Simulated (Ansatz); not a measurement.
Consider the substitution at a C–Ge bond: `N[CH]([SiH3])[GeH3]` + `[AsH3]` → `NC([SiH3])[AsH2]` + GeH₄.

Computed with Ansatz on PBE0-D4/def2-TZVP structures; ΔE is electronic, products minus reactants. CCSD(T)/CBS is the MP2 limit (def2-TZVPP, def2-QZVPP) plus CCSD(T) − MP2 in def2-TZVPP, frozen cores. Functionals use def2-TZVPP. For As, Ge outer-core shells are correlated without core-valence functions, which leaves a few kJ/mol of doubt a bond. Scalar relativity is left out up to krypton. Each species was taken in one conformer, which may not be the lowest.

`N[CH]([SiH3])[GeH3]`:

Cartesian coordinates in Å:
```
N -1.503 -0.586 -0.318
C -0.204 -0.369 0.312
Si 1.164 -0.859 -0.880
Ge -0.047 1.539 0.780
H -2.268 -0.345 0.301
H -1.628 -1.553 -0.593
H -0.047 -0.928 1.250
H 1.186 0.037 -2.065
H 0.938 -2.257 -1.346
H 2.479 -0.793 -0.186
H -1.300 1.936 1.587
H 0.026 2.403 -0.488
H 1.203 1.775 1.646
```

`[AsH3]`:

```xyz
4

As   -0.013    0.356   -0.526
H    -1.131   -0.591   -0.117
H     1.052   -0.691   -0.238
H     0.091    0.926    0.881
```

`NC([SiH3])[AsH2]`:

```xyz
12

N     0.410   -0.687   -1.507
C     0.507    0.123   -0.301
Si   -0.300   -0.750    1.152
As   -0.392    1.858   -0.685
H     0.822   -1.602   -1.374
H     0.880   -0.250   -2.291
H     1.534    0.405   -0.017
H    -1.751   -0.943    0.901
H     0.327   -2.091    1.352
H    -0.100    0.053    2.387
H    -0.135    2.463    0.690
H    -1.802    1.420   -0.307
```

GeH₄:

```xyz
5

Ge    0.000    0.000    0.000
H    -1.204    0.886    0.343
H    -0.218   -1.405    0.577
H     1.271    0.609    0.605
H     0.151   -0.091   -1.524
```

```csv
level,ΔE (eV)
PBE-D4,0.10
SCS-MP2/def2-TZVPP,0.09
HF/def2-QZVPP,0.11
MP2/def2-QZVPP,0.10
```

Problem. What does CCSD(T)/CBS give? (Estimate.)

Solution. Computed: +0.13 eV. The listed levels differ from it by -0.03, -0.04, -0.02, -0.03 eV.

Largest T1 diagnostic among the species: 0.012.
